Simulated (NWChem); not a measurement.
Si2H3O2Cl; SMILES Cl[SiH]1O[SiH2]O1

```xyz
8

Cl    -0.3414     2.1426     0.0000
Si     0.6769     0.3715     0.0000
O      0.1542    -0.6978    -1.1932
Si    -0.3894    -1.7834     0.0000
O      0.1542    -0.6978     1.1932
H      2.1224     0.6661     0.0000
H      0.3467    -3.0726     0.0000
H     -1.8593    -1.9889     0.0000
```
Atoms are numbered in this order, from 1.

Level: PBE0/def2-SVP (NWChem), optimised geometry, unscaled harmonic frequencies. 

Task: List the harmonic frequencies with IR intensities, and the thermochemistry.

Result: 
| frequency (cm⁻¹) | IR intensity (km/mol) |
|---|---|
| 126 | 0.3 |
| 198 | 0.7 |
| 319 | 9.8 |
| 524 | 40.3 |
| 595 | 0.0 |
| 622 | 29.9 |
| 647 | 0.3 |
| 706 | 105.4 |
| 721 | 0.0 |
| 815 | 14.8 |
| 847 | 427.5 |
| 855 | 95.4 |
| 899 | 258.7 |
| 970 | 330.7 |
| 1010 | 100.3 |
| 2285 | 108.0 |
| 2293 | 129.4 |
| 2334 | 86.7 |

| Item | Value |
|---|---|
| zero-point energy | 24.0 kcal/mol |
| thermal correction to the enthalpy at 298.15 K (with zero-point energy) | 28.1 kcal/mol |
| heat capacity Cv | 20.2 cal/(mol K) |
| entropy at 298.15 K and 1 atm (symmetry number 1) | 77.5 cal/(mol K) |
| dipole moment | 1.26 D |

Rigid rotor and harmonic oscillator.
